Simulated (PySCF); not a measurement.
Structure problem from calculated spectra and properties.

Formula: C6H6ClN.

| Property | Result |
| --- | --- |
| Dipole | 3.04 D [CAM-B3LYP/def2-SVPD] |
| UV, first state | lowest singlet excitation: 4.86 eV (255 nm, f = 0.047) [TDDFT CAM-B3LYP/def2-SVPD] |
| UV, strongest line | among the 8 lowest singlet transitions: S7 at 6.63 eV (187 nm, f = 0.338) [TDDFT CAM-B3LYP/def2-SVPD] |
| NMR, other nuclei | isotropic shieldings of nuclei other than C and H, by class: 191 (1 N), 714 (1 Cl) ppm [GIAO PBE0/pcSseg-1] |
| Rotational structure | rotational constants A, B, C: 3.462, 1.212, 0.898 GHz [GFN2-xTB] |
| 1H NMR | chemical shifts (computed TMS as zero) by class: 7.32 (1 H), 6.79 (1 H), 6.67 (1 H), 6.50 (1 H), 3.46 (2 H) ppm [GIAO PBE0/pcSseg-1] |
| Polarisability | 92.2 au [CAM-B3LYP/def2-SVPD] |
| 13C NMR | chemical shifts (computed TMS as zero) by class: 153.0 (1 C), 147.0 (1 C), 136.0 (1 C), 122.3 (1 C), 117.1 (1 C), 114.3 (1 C) ppm [GIAO PBE0/pcSseg-1] |
| Triplet | lowest triplet excitation (Tamm–Dancoff): 3.89 eV [TDA CAM-B3LYP/def2-SVPD] |

Gas-phase values; electronic properties from PySCF, density fitting. Levels stand in brackets. Isolated species at its GFN2-xTB geometry, gas phase. NMR classes are plain means over equivalent atoms (diastereotopic ones count apart unless rotation or inversion swaps them), as if these changed places fast.

Question: Give a SMILES that accounts for the data.

Answer: Numbering: `[NH2:1][c:2]1[cH:3][cH:4][cH:5][c:6]([Cl:7])[cH:8]1`. Its formula, C6H6ClN, gives 4 degrees of unsaturation: 1 ring and 3 π bonds in the structure found (Kekulé form). 6 carbons fall into 6 classes; from least to most shielded: aromatic carbon bearing nitrogen [C2] (153.0 ppm), aromatic C–Cl carbon [C6] (147.0 ppm), aromatic CH carbon [C4] (136.0 ppm), aromatic CH carbon [C5] (122.3 ppm), aromatic CH carbon [C8] (117.1 ppm), aromatic CH carbon [C3] (114.3 ppm). Hydrogen classes from least to most shielded: 1 H on an aromatic CH carbon, C4 (7.32 ppm), 1 H on an aromatic CH carbon, C5 (6.79 ppm), 1 H on an aromatic CH carbon, C8 (6.67 ppm), 1 H on an aromatic CH carbon, C3 (6.50 ppm), 2 H on an aniline-type nitrogen, N1 (3.46 ppm). The other shieldings belong to: 191 ppm, aniline-type nitrogen [N1]; 714 ppm, aryl chlorine [Cl7]. By its constants the optimised geometry is an asymmetric top. Structure: 3-chloroaniline, `c1(cc(N)ccc1)Cl`. Computed isomers that give other values at the same levels: `Nc1ccccc1Cl` (13C chemical shifts (computed TMS as zero) by class: 148.3 (1 C), 135.7 (1 C), 133.4 (1 C), 126.5 (1 C), 122.1 (1 C), 117.5 (1 C) ppm); `C#C[C@@H](CCl)CC#N` (13C chemical shifts (computed TMS as zero) by class: 122.1 (1 C), 86.1 (1 C), 81.7 (1 C), 53.3 (1 C), 35.0 (1 C), 20.5 (1 C) ppm); `C=C1C[C@@H](Cl)[C@@H]1C#N` (13C chemical shifts (computed TMS as zero) by class: 144.5 (1 C), 122.4 (1 C), 121.7 (1 C), 57.6 (1 C), 45.2 (1 C), 43.1 (1 C) ppm). The assignments are read from this structure; whether some other isomer fits the data as well wasn't checked.

Shape of the structure used: `[NH2:1][c:2]1[cH:3][cH:4][cH:5][c:6]([Cl:7])[cH:8]1`: H–N1–C2–C3 21°, H–N1–C2–C3 163°.
